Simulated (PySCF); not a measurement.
**Bi⁷²⁺: ionisation energy**

Bi⁷²⁺ [Ne] 3s1 (2S) → Bi⁷³⁺ [Ne] (1S), as a difference of total energies. Computed with PySCF 2.14 in an uncontracted even-tempered set (17 s from 23 bohr⁻², ratio 2.5; 12 p from 30 bohr⁻², ratio 2.5; 4 d from 110 bohr⁻², ratio 2.7; 4 f from 160 bohr⁻², ratio 2.7), with scalar relativity by spin-free X2C-1e. Correlated levels: outer shells: 1s2 frozen; virtual orbitals above 40 to 60 times the deepest correlated orbital energy dropped. The calculations carry no spin-orbit coupling.

```json
{"method": "UHF", "ionisation energy (eV)": "9434.8"}
{"method": "MP2 (outer shells)", "ionisation energy (eV)": "9435.6"}
{"method": "SCS-MP2 (outer shells)", "ionisation energy (eV)": "9435.5"}
{"method": "CCSD (outer shells)", "ionisation energy (eV)": "9435.6"}
{"method": "CCSD(T) (outer shells)", "ionisation energy (eV)": "9435.6"}
```

Breit and QED terms and the two-electron picture change are absent.

For comparison: 9430 ± 70 eV (theoretical estimate listed by NIST; NIST Atomic Spectra Database, ionization energies).
